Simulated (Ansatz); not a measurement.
Start from `[OH][GeH]([OH])[O][SiH3]` and change one atom or group to get `[OH][GeH]([OH])[CH2]F`.

Ansatz, PBE0-D4/def2-TZVP geometries, multiplicity 1. Each molecule was computed in one conformer, which needn't be the lowest.

Scalar relativity is left out up to krypton.

```json
{"property": "HOMO–LUMO gap (PBE0/def2-TZVPP) / eV", "`[OH][GeH]([OH])[O][SiH3]`": "8.60"}
{"property": "LUMO energy (ωB97M-V/def2-TZVPP) / eV", "`[OH][GeH]([OH])[O][SiH3]`": "1.49"}
{"property": "size of the dipole moment (B3LYP/def2-TZVPP) / D", "`[OH][GeH]([OH])[O][SiH3]`": "0.97"}
{"property": "HOMO energy (B3LYP/def2-TZVPP) / eV", "`[OH][GeH]([OH])[O][SiH3]`": "-8.54"}
{"property": "HOMO energy (PBE0/def2-TZVPP) / eV", "`[OH][GeH]([OH])[O][SiH3]`": "-8.75"}
{"property": "HOMO energy (PBE/def2-TZVPP) / eV", "`[OH][GeH]([OH])[O][SiH3]`": "-7.26"}
```

Task: Give the same properties after the change, and the shifts. (Best estimate.)

Result: The calculation gave: 
```tsv
property	`[OH][GeH]([OH])[CH2]F`	shift
HOMO–LUMO gap (PBE0/def2-TZVPP) / eV	8.62	0.02
LUMO energy (ωB97M-V/def2-TZVPP) / eV	1.89	0.40
size of the dipole moment (B3LYP/def2-TZVPP) / D	1.39	0.42
HOMO energy (B3LYP/def2-TZVPP) / eV	-8.12	0.42
HOMO energy (PBE0/def2-TZVPP) / eV	-8.34	0.41
HOMO energy (PBE/def2-TZVPP) / eV	-6.79	0.47
```

Dipoles are sizes alone; their direction can turn.

B3LYP here is the variant with VWN-RPA as its local correlation; programs differ in this.
